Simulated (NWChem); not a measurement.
Atomisation of C2H4NO

```xyz
8

C     -1.4425    -0.3294     0.1014
N     -0.2512    -0.4685    -0.6712
C      0.9490    -0.0619    -0.1744
O      1.0335     0.8895     0.6158
H     -2.1243     0.4150    -0.3706
H     -2.0016    -1.2934     0.0460
H     -1.2689    -0.0537     1.1647
H      1.8457    -0.5566    -0.6299
```
Charge 0, spin multiplicity 2.

Program: NWChem. Structure: optimised with UPBE/def2-SVP, a minimum by its harmonic frequencies. It is one conformer; others weren't searched.

Basis set: def2-TZVP. The atomisation energy is electronic alone: no zero-point, thermal, spin-orbit or counterpoise terms. No value is extrapolated to the basis-set limit. Free atoms are single determinants with multiplicities C 3, N 4, O 3, H 2.

B3LYP has NWChem's definition, with VWN1-RPA local correlation. The structure started from a generated list of species. No SCF solution was tested for a lower state.

Q: For the atomisation energy, CAM-B3LYP gives 745.3 kcal/mol and B3LYP gives 742.4 kcal/mol. What do LDA (SVWN5), PBE, PBE0 give?

A: LDA (SVWN5): 874.5 kcal/mol; PBE: 773.7 kcal/mol; PBE0: 746.1 kcal/mol.
